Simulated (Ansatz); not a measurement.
F₂Sr, triplet, at a GFN2-xTB geometry (such geometries of metal compounds can be far from the true shape) (a higher spin typed on purpose: for a closed-shell molecule this is an excited state) (core potentials on Sr); R2SCAN/def2-SVP (Ansatz, a program for electronic structure).

Here is a job for Ansatz.
Ansatz 0.2 input:
```yaml
crystal:
  periodic: [false, false, false]
  atoms:
    - {symbol: Sr, position_ang: [-0.01928479, -0.00443925, -0.00172854]}
    - {symbol: F, position_ang: [-0.19487950, 1.54858338, -1.32094324]}
    - {symbol: F, position_ang: [0.27630419, -1.52983987, 1.32824151]}
basis:
  gaussian:
    orbitals: def2-SVP
hamiltonian:
  xc: r2scan
magnetization: {spin_polarized: true, initial_magnetization: 2}
```

Q: What does Ansatz print? Leave out banner, timings and long lists.

A: 
```
Functional definition: r2SCAN
577 factors; their error is unknown
mean field evaluation 1: about -6260.1557 eV, gradient 2.2e1 eV
mean field evaluation 2: about -6257.6018 eV, gradient 3.6e1 eV
mean field evaluation 4: about -6261.6902 eV, gradient 3.3e-1 eV
mean field evaluation 8: about -6261.6967 eV, gradient 1.2e-2 eV
mean field evaluation 16: about -6261.6604 eV, gradient 6.7e-5 eV
mean field evaluation 32: about -6260.8342 eV, gradient 9.6e-6 eV
mean field evaluation 64: about -6260.8499 eV, gradient 3.7e0 eV
mean field -6261.66035821 eV, -230.1117738584 hartree, gradient 1.2e-5 eV, S^2 2.004294; 9 other end points of the search recorded, 0 dependent functions left out
reference -6261.66039980 eV, -230.1117753869 hartree; 15, 13 occupied and 36, 38 virtual orbitals, 577 factors
Total energy: -6261.66039980 eV, -230.1117753869 hartree
```
